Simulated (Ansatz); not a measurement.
B₆As₅H₁₈, a cluster cut from wurtzite BAs (hydrogen-capped). The state is a doublet with charge 0. Geometry PBE-D4/def2-SVP; atoms count from 1.

```xyz
29

B    -2.1506    0.9141   -0.9717
As   -0.2561    1.6865   -0.9159
As   -0.7770    0.8579    2.2967
B     0.5515    1.7517    1.0047
B     1.0001    0.7585   -2.2744
As    2.3046    0.6610    0.9766
As   -2.0086   -1.0146   -0.1198
B    -1.5465   -1.0045    1.8830
B    -0.7031   -2.0496   -1.4114
As    1.1349   -1.1891   -1.4874
B     2.2924   -1.2572    0.2292
H    -2.8899    1.3376   -0.0718
H    -2.6038    0.8729   -2.0990
H    -0.3853    3.1412   -1.3564
H    -1.8960    1.8663    2.5127
H    -0.1772    0.8547    3.6974
H     0.7767    2.8917    1.3748
H     0.4491    0.7156   -3.3627
H     2.1195    1.2532   -2.2456
H     3.3227    1.5502    0.2811
H     2.8864    0.6865    2.3859
H    -3.3683   -1.6777   -0.3025
H    -2.5471   -1.1833    2.5587
H    -0.6359   -1.7967    2.0778
H    -1.2362   -2.1963   -2.4938
H    -0.7250   -2.9928   -0.5986
H     1.8683   -1.9312   -2.5976
H     1.7569   -1.9489    1.0814
H     3.4433   -1.5578   -0.0511
```

Single mean-field runs in def2-TZVP are fitted with def2-universal-jkfit.

Estimate the Mulliken populations from the PBE0/def2-TZVP orbitals of Ansatz.


```csv
atom,charge (e),spin (α − β)
B1,-0.33,0.21
As2,0.14,-0.01
As3,0.11,0.01
B4,-0.14,0.00
B5,-0.34,0.06
As6,0.12,0.00
As7,0.30,0.27
B8,-0.35,-0.02
B9,-0.31,0.22
As10,0.22,0.00
B11,-0.36,0.00
H12,0.05,0.08
H13,0.04,-0.01
H14,0.07,0.03
H15,0.08,0.00
H16,0.08,0.00
H17,0.05,0.00
H18,0.02,0.00
H19,0.01,0.00
H20,0.09,0.00
H21,0.07,0.00
H22,0.08,-0.01
H23,0.04,0.00
H24,0.03,0.02
H25,0.04,-0.01
H26,0.09,0.13
H27,0.07,0.02
H28,0.01,0.00
H29,0.03,0.00
```
Mulliken values depend strongly on the basis.

Where does the spin sit?

Summed by element: B 0.47, As 0.27, H 0.26, of 1 unpaired in all. Largest on single atoms: As7 0.27, B9 0.22, B1 0.21.

And the Mayer bond orders between heavy atoms (over 0.3)?

B1–As2 0.94 (2.05 Å); B1–As7 0.75 (2.11 Å); As2–B4 0.87 (2.08 Å); As2–B5 0.88 (2.07 Å); As3–B4 0.84 (2.06 Å); As3–B8 0.89 (2.06 Å); B4–As6 0.85 (2.06 Å); B5–As10 0.82 (2.10 Å); As6–B11 0.89 (2.06 Å); As7–B8 0.89 (2.06 Å); As7–B9 0.78 (2.11 Å); B9–As10 0.97 (2.03 Å); As10–B11 0.91 (2.07 Å).
